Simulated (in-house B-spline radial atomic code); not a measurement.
Values are calculated unless marked as measured or tabulated.
## Softness against transferability: the 2s channel of N

N, [He] 2s2 2p3, non-relativistic LDA (VWN5), spherical and spin-unpolarised, from an all-electron radial atomic-structure program (B-spline basis) (atomic units). The all-electron 2s level is ε = -0.676151 hartree, its outermost node lies just inside 0.33 bohr and its outer maximum at 1.02 bohr.

Troullier-Martins pseudo-orbitals are made for several radii. The cutoffs (hartree) are the plane-wave energies beyond which the orbital holds less than the named kinetic energy per electron. The phase error is the difference, pseudo minus all-electron, of arctan(R P'/P) at R = 1.72 bohr for all radii, half a hartree below and above the level.

```
r_c (bohr)  V_l(0) (hartree)  cutoff for 10 mEh  for 1 mEh  for 0.1 mEh  phase error at ε − 0.5 (mrad)  at ε + 0.5 (mrad)
      0.76              1.96               18.7       58.8          124                           -0.6               -0.4
      0.88              4.38               19.2         48         74.4                           -0.6               -0.4
      1.02              2.80               17.5       44.9         66.4                           -0.8               -0.5
      1.15              1.19                 15       35.6         55.3                           -1.3               -0.9
      1.28              0.04               12.3       20.7         45.3                           -2.4               -1.6
      1.42             -0.76               9.16       16.6         36.3                           -4.2               -2.7
```

Q: Which radius needs the lowest cutoff for 0.1 mEh while both phase errors stay within 1.4 mrad?

A: The radii within that limit are 0.76, 0.88, 1.02, 1.15 bohr; of these r_c = 1.15 needs the least, 55.3 hartree, that is 111 Ry or 1505 eV.

Q: What does the larger radius buy, and what does it cost?

A: From r_c = 0.76 to 1.42 bohr the cutoff for 1 mEh goes from 58.8 to 16.6 hartree, a factor of 3.54, against 3.49 for a pure 1/r_c² scaling, end to end; step by step it is 58.8, 48, 44.9, 35.6, 20.7, 16.6, and for 0.1 mEh 124, 74.4, 66.4, 55.3, 45.3, 36.3; the number of plane waves goes as the cutoff to the power 3/2, here a factor of 6.7. The larger of the two phase errors is least at r_c = 0.76 bohr, 0.6 mrad; it is 0.6 at the smallest radius and 4.2 at the largest. These errors test the reference atom alone. Large radii also let the cores of neighbours overlap, which an atom doesn't show.
